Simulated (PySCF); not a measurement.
Excitations are Tamm–Dancoff values on a coarser integration grid. The basis has no diffuse functions, so Rydberg states are missing or too high.

Cartesian coordinates (Å):
SMILES: [SiH3]c1cc2ccsc2cc1Cl
```xyz
18

Si    -3.0280     0.6689    -0.4890
C     -1.2867     0.0391    -0.1499
C     -0.1776     0.8364    -0.4242
C      1.1268     0.3781    -0.1756
C      2.3863     1.0358    -0.3858
C      3.4433     0.2628    -0.0200
S      2.9777    -1.2910     0.5939
C      1.2980    -0.9198     0.3635
C      0.2076    -1.7451     0.6501
C     -1.0589    -1.2482     0.3875
Cl    -2.4309    -2.2586     0.7368
H     -3.7349    -0.1889    -1.4854
H     -3.8400     0.7306     0.7619
H     -2.8861     2.0487    -1.0470
H     -0.3183     1.8377    -0.8405
H      2.4860     2.0426    -0.7931
H      4.5017     0.5166    -0.0744
H      0.3341    -2.7457     1.0655
```
Charge 0, spin multiplicity 1.

### Question
Predict the S1–T1 gap (TDA), LUMO, brightest of the four lowest singlets (TDA), HOMO and dipole moment from PySCF with PBE0-D3(BJ)/def2-TZVP // PBE0-D3(BJ)/def2-SVP.

### Answer

```
Quantity                                        Result
-------------------------------------------  ---------
S1–T1 gap (TDA)                                1.30 eV
LUMO                                          -1.21 eV
brightest of the four lowest singlets (TDA)    5.55 eV
HOMO                                          -6.57 eV
dipole moment                                0.490 e·Å
```
